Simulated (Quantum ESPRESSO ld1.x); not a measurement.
Initial-state core-level shifts of the tantalum ion Ta+ when its valence configuration changes from [Xe] 4f14 5d3 6s1. All-electron calculation, Dirac Kohn-Sham, LDA (Slater exchange, Perdew-Zunger correlation), spin-unpolarised, spherical densities, point nucleus; open shells are shared between the two j in proportion to 2j + 1. Program: ld1.x of Quantum ESPRESSO 7.5. Shifts are changes of the shell-averaged eigenvalues in eV (positive: less bound).

valence                    3d       4s       4p       5s
4f13 5d3 6s1 6p1      -15.216  -14.447  -14.171   -8.368
4f14 5d2 6s1 6p1       -4.029   -4.022   -4.027   -3.969
4f14 5d2 6s1.5 6p0.5   -3.300   -3.292   -3.297   -3.246
4f13 5d3 6s2          -13.751  -12.978  -12.702   -6.917
4f13 5d2 6s2 6p1      -18.301  -17.498  -17.226  -11.273
4f14 5d2 6s2           -2.557   -2.546   -2.551   -2.508
4f13 5d2 6p3          -21.085  -20.288  -20.014  -14.002
4f14 6s2 6p2          -11.507  -11.451  -11.466  -11.141
4f13 5d4 6s1          -10.966  -10.213   -9.934   -4.241
